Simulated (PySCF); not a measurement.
## How methods differ on the ionisation energy of Sr²⁷⁺

Sr²⁷⁺ [Ne] 3s1 (2S) → Sr²⁸⁺ [Ne] (1S), as a difference of total energies. Computed with PySCF 2.14 in an even-tempered Gaussian basis (18 s from 3.4 bohr⁻², ratio 2.5; 11 p from 4.4 bohr⁻², ratio 2.5; 5 d from 17 bohr⁻², ratio 2.7; 4 f from 25 bohr⁻², ratio 2.7), with scalar relativity by spin-free X2C-1e. Correlated levels: outer shells: 1s2 frozen; virtual orbitals above 40 to 60 times the deepest correlated orbital energy dropped. The calculations carry no spin-orbit coupling.

```json
{"method": "UHF", "ionisation energy (eV)": "1386.4", "difference from reference (eV)": "-0.8"}
{"method": "LDA", "ionisation energy (eV)": "1388.7", "difference from reference (eV)": "+1.5"}
{"method": "PBE", "ionisation energy (eV)": "1390.3", "difference from reference (eV)": "+3.1"}
{"method": "PBE0", "ionisation energy (eV)": "1389.4", "difference from reference (eV)": "+2.2"}
{"method": "r2SCAN", "ionisation energy (eV)": "1386.1", "difference from reference (eV)": "-1.1"}
{"method": "M06-L", "ionisation energy (eV)": "1384.2", "difference from reference (eV)": "-3.0"}
{"method": "BHandHLYP", "ionisation energy (eV)": "1389.4", "difference from reference (eV)": "+2.2"}
{"method": "MP2 (outer shells)", "ionisation energy (eV)": "1387.0", "difference from reference (eV)": "-0.2"}
{"method": "SCS-MP2 (outer shells)", "ionisation energy (eV)": "1386.9", "difference from reference (eV)": "-0.3"}
```

Reference: 1387.19 ± 0.05 eV (semi-empirical (NIST evaluation); NIST Atomic Spectra Database, ionization energies).

Breit and QED terms and the two-electron picture change are absent.
